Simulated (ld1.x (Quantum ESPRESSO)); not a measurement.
## S: excitation energies, all-electron against TM

sulfur, norm-conserving Troullier–Martins (Kleinman–Bylander form), made with ld1.x (Quantum ESPRESSO) 7.5 (LDA (PZ), scalar-relativistic). Core [Ne], reference 3s2 3p4. Waves: 3s (bound): rc 1.05 bohr; 3d channel at -0.15 Ry: rc 1.45 bohr; 3p (bound): rc 1.55 bohr. Local part: the p channel. Core correction: none.

Energies are relative to the spin-unpolarised reference configuration 3s2 3p4; without spin polarisation the order of configurations can differ from experiment. Spin-polarised rows fill each open shell by Hund’s rule, majority spin first. The frozen-core shift is the all-electron ΔE with the core orbitals held at their reference shape minus the fully relaxed ΔE.

| valence configuration | charge | ΔE all-electron (eV) | error AE − PS (meV) | frozen-core shift (meV) |
| --- | --- | --- | --- | --- |
| 3s2 3p2 | +2 | 34.236 | +36 | +11 |
| 3s1 3p4 | +1 | 22.660 | +11 | +2.4 |
| 3s2 3p4.3 | -0.3 | -1.741 | +0.4 | -0.1 |
| 3s1 3p5 | 0 | 10.240 | +5.7 | +0.3 |
| 3s2 3p3.5 | +0.5 | 4.709 | +0.6 | +0.3 |
| 3s2 3p4 (spin-polarised) | 0 | -0.706 | +64 | +0.7 |
| 3s2 3p3 (spin-polarised) | +1 | 9.898 | +206 | +3.6 |

(1) What are ΔE and the potential's error for 3s2 3p1?

(2) What are ΔE and the potential's error for 3s2 3p3?

Levels in the configuration 3s2 3p3 (spin-polarised):

| level | all-electron (eV) | pseudo (eV) |
| --- | --- | --- |
| 3s up | -28.655 | -28.728 |
| 3p up | -17.831 | -17.883 |
| 3s down | -25.719 | -25.426 |

Results:

(1) ΔE = 68.394 eV all-electron; the error (AE − PS) is +144 meV.

(2) ΔE = 11.863 eV all-electron; the error (AE − PS) is +4.3 meV.

A variational frozen-core shift is positive and of second order in the change. This column holds negative values, so the frozen-core run of ld1.x carries numerical noise or an error of first order here, and the column gives no more than the rough size of the effect.
